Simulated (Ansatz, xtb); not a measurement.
**Relative energy of two structures of CH3FSeSn**

Structure X is a singlet given by its coordinates and structure Y is `[CH3][Sn]([F])=[Se]`, a singlet. Both are isolated molecules in the gas phase, relaxed with B3LYP-D3(BJ)/def2-SVP.

X (Å):

```xyz
7

C     1.0588   -2.5948   -0.3832
F    -0.8784   -2.8121   -2.6671
Se    0.9869   -0.6489   -0.8357
Sn   -1.1570   -2.6985   -0.7000
H     0.6878   -0.9044   -2.2606
H     1.4210   -2.6466    0.6532
H     1.7425   -3.1095   -1.0696
```

Close contacts (Å): C1–Se3 2.00, C1–Sn4 2.24, F2–Sn4 1.99, Se3–Sn4 2.97, C1–H6 1.10, C1–H7 1.10, Se3–H5 1.48.

Y (Å):

```xyz
7

C    -0.1105   -1.5236   -1.5355
F     0.8605   -2.6022    1.2583
Se    2.9297   -4.4547   -1.2449
Sn    1.2790   -2.9037   -0.6306
H    -0.0086   -1.5663   -2.6271
H    -1.1220   -1.8157   -1.2212
H     0.1224   -0.5192   -1.1557
```

Which of the two would you expect CCSD(T)/def2-SVP + ΔMP2/def2-TZVPP electronic energies to favour?

Structure Y; the calculation gives E(Y) − E(X) = −8.8 kcal/mol.

How the difference moves with the method:

| level | geometry | E(Y) − E(X) (kcal/mol) | departure from the last row (kcal/mol) | job, with rough time for the two |
| --- | --- | --- | --- | --- |
| GFN2-xTB | GFN2-xTB | −9.6 | −0.7 | optimisation, 0.15 s |
| HF/STO-3G | GFN2-xTB | −28.2 | −19.4 | single point, 0.94 s |
| r2SCAN-D4/def2-SVP | GFN2-xTB | −9.4 | −0.5 | single point, 3.3 s |
| B3LYP-D3(BJ)/def2-SVP | B3LYP-D3(BJ)/def2-SVP | −8.4 | +0.4 | optimisation, 68 s |
| HF/def2-SVP | B3LYP-D3(BJ)/def2-SVP | −15.5 | −6.7 | part of the CCSD(T) run |
| MP2/def2-SVP | B3LYP-D3(BJ)/def2-SVP | −16.8 | −7.9 | part of the CCSD(T) run |
| CCSD(T)/def2-SVP | B3LYP-D3(BJ)/def2-SVP | −14.3 | −5.5 | single point |
| CCSD(T)/def2-SVP + ΔMP2/def2-TZVPP | B3LYP-D3(BJ)/def2-SVP | −8.8 |  | single point, 30 s |

The levels shown agree on the order. The largest departure from CCSD(T)/def2-SVP + ΔMP2/def2-TZVPP is that of HF/STO-3G, 19.4 kcal/mol. The last row adds to CCSD(T) the change of the MP2 difference between the two basis sets, here +5.5 kcal/mol, a large step that makes the value less sure.

With harmonic frequencies from B3LYP-D3(BJ)/def2-SVP (ideal gas, rigid rotor, one conformer each, 298.15 K, 1 atm): on the last row, ΔE + ΔZPE = −7.3 kcal/mol. A mode under 50 cm⁻¹ makes harmonic enthalpies and free energies unreliable, so none is given.

The correlated steps freeze 15 core orbitals; the filled d shell of Se and Sn is correlated, in a basis made for valence electrons. Atoms past krypton carry core potentials in the def2 sets, other sets are all-electron and non-relativistic, and no spin–orbit term is included. Programs: Ansatz 0.2.0, xtb 6.7.1; the last row on 2 threads of Arm Neoverse V2 on a shared host.
